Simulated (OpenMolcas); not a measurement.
## Ionisation energies of xenon

```yaml
Program: OpenMolcas
Basis: ANO-RCC-VQZP [8s7p5d3f2g]
Scalar_Hamiltonian: DKH2, point nucleus
Spin-orbit_coupling: RASSI with atomic mean-field integrals over the reference wave functions, term energies averaged over their components
```

Active shells in each charge state: the valence s, p shells, with orbitals averaged over the low states. Where CASPT2's correlated closed shells are named, they are those of the first ion.

A. CASSCF
B. SS-CASPT2, IPEA 0.25 Eh, imaginary shift 0.1 Eh (closed shells correlated: 4s 4p 4d)

Energies in eV between the lowest computed levels, named as in B; reference values from the NIST Atomic Spectra Database with their kind.

| From | To | A | B | Spin-orbit share in B | Reference |
| --- | --- | --- | --- | --- | --- |
| Xe 5s2 5p6 1S0 | Xe+ 5s2 5p5 2P* 3/2 | 11.261 | 12.074 | -0.401 | 12.130 (measured) |
| Xe+ 5s2 5p5 2P* 3/2 | Xe2+ 5s2 5p4 3P2 | 19.885 | 20.824 | -0.261 | 20.975 (semi-empirical) |
| Xe2+ 5s2 5p4 3P2 | Xe3+ 5s2 5p3 4S* 3/2 | 29.571 | 30.772 | +0.351 | 31.050 (semi-empirical) |
| Xe3+ 5s2 5p3 4S* 3/2 | Xe4+ 5s2 5p2 3P0 | 41.526 | 42.572 | -1.204 | 42.200 (measured) |
| Xe4+ 5s2 5p2 3P0 | Xe5+ 5s2 5p 2P* 1/2 | 53.583 | 54.704 | +0.372 | 54.100 (semi-empirical) |
| Xe5+ 5s2 5p 2P* 1/2 | Xe6+ 5s2 1S0 | 65.180 | 66.524 | +1.144 | 66.703 (measured) |
| Xe6+ 5s2 1S0 | Xe7+ 5s 2S 1/2 | 90.563 | 91.855 | +0.000 | 91.600 (semi-empirical) |
| Xe7+ 5s 2S 1/2 | Xe8+ 4d10 1S0 | 104.187 | 106.000 | +0.000 | 105.978 (measured) |

Error against the reference values, in %:

```json
{"From": "Xe", "Reference": "measured", "A": "-7.2", "B": "-0.5"}
{"From": "Xe+", "Reference": "semi-empirical", "A": "-5.2", "B": "-0.7"}
{"From": "Xe2+", "Reference": "semi-empirical", "A": "-4.8", "B": "-0.9"}
{"From": "Xe3+", "Reference": "measured", "A": "-1.6", "B": "+0.9"}
{"From": "Xe4+", "Reference": "semi-empirical", "A": "-1.0", "B": "+1.1"}
{"From": "Xe5+", "Reference": "measured", "A": "-2.3", "B": "-0.3"}
{"From": "Xe6+", "Reference": "semi-empirical", "A": "-1.1", "B": "+0.3"}
{"From": "Xe7+", "Reference": "measured", "A": "-1.7", "B": "0"}
```

Mean absolute error over the 4 measured values: A 1.21 eV, B 0.16 eV. B lies closest.

* marks odd parity.
